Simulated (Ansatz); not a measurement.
An input meant for B(H2O)F3 (BOF₃H₂) (charge 0, singlet; atoms displaced at random, 0.08 Å in each coordinate; with a point charge).

```yaml
crystal:
  periodic: [false, false, false]
  atoms:
    - {symbol: B, position_ang: [-0.001026, -0.046858, -0.685205]}
    - {symbol: O, position_ang: [0.080544, -0.033572, 1.049467]}
    - {symbol: H, position_ang: [-0.292356, -0.599894, 1.462431]}
    - {symbol: H, position_ang: [-0.112021, 0.912114, 1.270974]}
    - {symbol: D, position_ang: [1.369854, -0.348991, -1.115712]}
    - {symbol: F, position_ang: [-0.523888, 1.197373, -1.099453]}
    - {symbol: F, position_ang: [-0.721569, -1.078405, -0.936823]}
basis:
  gaussian: {orbitals: cc-pVDZ, point_charges: [{charge: 0.50, position_ang: [5.970, -0.460, 0.320]}]}
hamiltonian: {xc: {name: CAM-B3LYP}}
accuracy: high
scf: {omitted_lower_state_checks: [starts]}
output: {forces: true}
```

```sh
$ ansatz run in.yaml --threads 4 --pin off --events-out ev --progress --plain --max-ram 3916MiB
```

Shortened log:

```
Error: YAML parse error: error: line 8 column 16: `D` is not an element symbol (H … Og, case-exact)
 6 |     - {symbol: H, position_ang: [-0.292356, -0.599894, 1.462431]}
 7 |     - {symbol: H, position_ang: [-0.112021, 0.912114, 1.270974]}
 8 |     - {symbol: D, position_ang: [1.369854, -0.348991, -1.115712]}
 9 |     - {symbol: F, position_ang: [-0.523888, 1.197373, -1.099453]}
10 |     - {symbol: F, position_ang: [-0.721569, -1.078405, -0.936823]}
```

(1) Something in this input is off. What?

Results:

(1) An element symbol is wrong. The input was rejected before any iteration.
